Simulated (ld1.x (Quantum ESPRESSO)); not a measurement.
# u(r) = r·R(r): atom against pseudo-atom (boron)

Columns: radius, all-electron u(r) and pseudo u(r) of the 2s shell (level -9.44 eV) of boron in the configuration [He] 2s2 2p1; PBE, non-relativistic, TM scheme, ld1.x (Quantum ESPRESSO) 7.5.

```tsv
r (bohr)	all-electron	pseudo
0.205	0.2977	-0.0992
0.410	0.0732	-0.1974
0.615	-0.2146	-0.3078
0.820	-0.4470	-0.4555
1.025	-0.6060	-0.6060
1.230	-0.6971	-0.6971
1.435	-0.7337	-0.7337
1.640	-0.7310	-0.7310
1.845	-0.7019	-0.7019
2.050	-0.6567	-0.6567
2.255	-0.6027	-0.6027
2.460	-0.5453	-0.5453
2.665	-0.4879	-0.4879
2.870	-0.4327	-0.4327
3.075	-0.3812	-0.3812
3.280	-0.3340	-0.3340
3.485	-0.2913	-0.2913
3.690	-0.2532	-0.2532
3.895	-0.2195	-0.2195
4.100	-0.1897	-0.1897
4.305	-0.1637	-0.1637
4.510	-0.1409	-0.1409
4.715	-0.1211	-0.1211
4.920	-0.1039	-0.1039
5.125	-0.0891	-0.0891
5.330	-0.0763	-0.0763
```

Problem. How many radial nodes do the two functions have?

Solution. The all-electron 2s function has n − l − 1 = 1; the pseudo-wave has 0, since the states of the same l below it are removed with the core.

Problem. At about which radius was the pseudo-wave matched?

Solution. 1.05 bohr, where the columns begin to agree (steps of 0.20 bohr).

Problem. Is the pseudo-wave norm-conserving?

Solution. Yes: the TM scheme keeps the norm inside the radius equal to the all-electron one, which fixes the energy derivative of the logarithmic derivative at the level.
